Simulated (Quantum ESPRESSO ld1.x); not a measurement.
Spin polarisation of the 1s1 shell in Li2+. Start: 1s(up 0.5, down 0.5); electrons of 1s are moved from spin down to spin up, other shells keep equal spins. All-electron calculation, scalar-relativistic Kohn-Sham, LDA (Slater exchange, Perdew-Zunger correlation), spin-polarised, spherical densities, point nucleus. Program: ld1.x of Quantum ESPRESSO 7.5.

moment (Bohr magnetons) = 0: E - E(0) (eV) 0.000; e(1s up) (eV) -97.429; e(1s down) (eV) -97.429
moment (Bohr magnetons) = 0.25: E - E(0) (eV) -0.195; e(1s up) (eV) -98.855; e(1s down) (eV) -95.722
moment (Bohr magnetons) = 0.5: E - E(0) (eV) -0.793; e(1s up) (eV) -100.07; e(1s down) (eV) -93.574
moment (Bohr magnetons) = 0.75: E - E(0) (eV) -1.848; e(1s up) (eV) -101.13; e(1s down) (eV) -90.544
moment (Bohr magnetons) = 1: E - E(0) (eV) -3.581; e(1s up) (eV) -102.01; e(1s down) (eV) -79.622

At moment 1 the spin-polarisation energy is -3.581 eV and the 1s exchange splitting 22.390 eV, that is 22.390 eV per Bohr magneton; E = -I m^2/4 would give I = 14.325 eV.
